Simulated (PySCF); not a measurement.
Threshold energies of SbH in a plasma

PBE0 in PySCF with def2-SVPD on every atom (core potentials on Sb), for the lowest determinant that a PBE0 search found; no spin–orbit coupling.

| species | state (unpaired electrons) | Re (Å) | ωe (cm⁻¹) | energy of the minimum from the neutral (eV) | De (eV) | dissociates to |
| --- | --- | --- | --- | --- | --- | --- |
| SbH | triplet (π ↑↑) | 1.724 | 1930 | 0.00 | 2.54 | Sb + H |
| SbH⁺ | doublet (π ↑) | 1.722 | 1984 | 8.91 | 2.67 | Sb⁺ + H |

Q: Work out the lowest energy to break SbH into atoms, from its vibrational ground state.

A: D0 = De − ωe/2 = 2.54 − 0.12 = 2.42 eV (PBE0/def2-SVPD).

Q: Work out the ionisation energy of the Sb atom at this level and the threshold of dissociative ionisation.

A: IE(Sb) = 8.91 + 2.67 − 2.54 = 9.04 eV, so Sb⁺ + H + e⁻ appears at D0 + IE(Sb) = 11.46 eV (PBE0/def2-SVPD). The measured IE(Sb) is 8.608 eV (NIST ASD).

These are thermodynamic thresholds; the onsets seen under electron impact lie higher where the geometry changes, and cross-sections peak well above them.

These are scalar-relativistic numbers at best; spin–orbit coupling would shift them, the dissociation energy most. For an ion De counts to the pair picked by the measured ionisation energies or electron affinities, which need not be the lowest pair at this level. States were picked by a PBE0 search and need not be the measured ground states.
